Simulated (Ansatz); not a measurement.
The same path of C₂H₇AsS (11 atoms, charge 0, multiplicity 1) was run twice with different band settings. Lost on the way: C3–H8. Made: As4–H8.

All numbers below come from RHF/def2-SVP in Ansatz.

Relaxed end points:

```xyz
11
Properties=species:S:1:pos:R:3
C -0.769 1.634 -0.041
S 0.904 1.167 -0.547
C 0.772 -0.641 -0.633
As 0.945 -1.546 1.123
H -0.790 2.722 -0.019
H -1.017 1.261 0.951
H -1.507 1.285 -0.762
H 1.614 -0.968 -1.242
H -0.140 -0.925 -1.154
H 0.454 -2.904 0.665
H -0.400 -1.142 1.678
```

```xyz
11
Properties=species:S:1:pos:R:3
C -0.836 1.882 -0.113
S 0.528 1.071 -1.007
C 0.205 -0.640 -0.926
As 0.816 -1.585 0.479
H -0.660 2.957 -0.160
H -0.869 1.576 0.933
H -1.793 1.660 -0.584
H 2.228 -1.257 0.828
H -0.572 -1.104 -1.520
H 0.805 -3.054 0.218
H 0.213 -1.564 1.873
```

Common settings: movable images 5; climbing image yes; optimiser quadratic models (default); start path through a guess of the saddle point; force threshold 0.05 eV/Å; iteration limit 60; end points relaxed.

| run | spring |
| --- | --- |
| 1 | 5.0 eV/Å² |
| 2 | 50.0 eV/Å² |

(1) What does each run give, and how far can it be trusted?

Results:

(1) Run 1: converged after 13 iterations, highest image 4.935 eV above the first end. Neighbouring images differ by up to 3.5 eV, so the band resolves the path poorly. A vibrational analysis at the climbing image gives one clearly imaginary mode, 1720i cm⁻¹: a first-order saddle point.
Run 2: converged after 15 iterations, highest image 4.935 eV above the first end. Neighbouring images differ by up to 2.6 eV, so the band resolves the path poorly. Another band between the same ends (5 images) ends at a top of the same energy, where a vibrational analysis finds 1 clearly imaginary mode.
The orbitals stay closed-shell, which can raise the energy where a bond breaks towards radicals; this wasn't checked here.
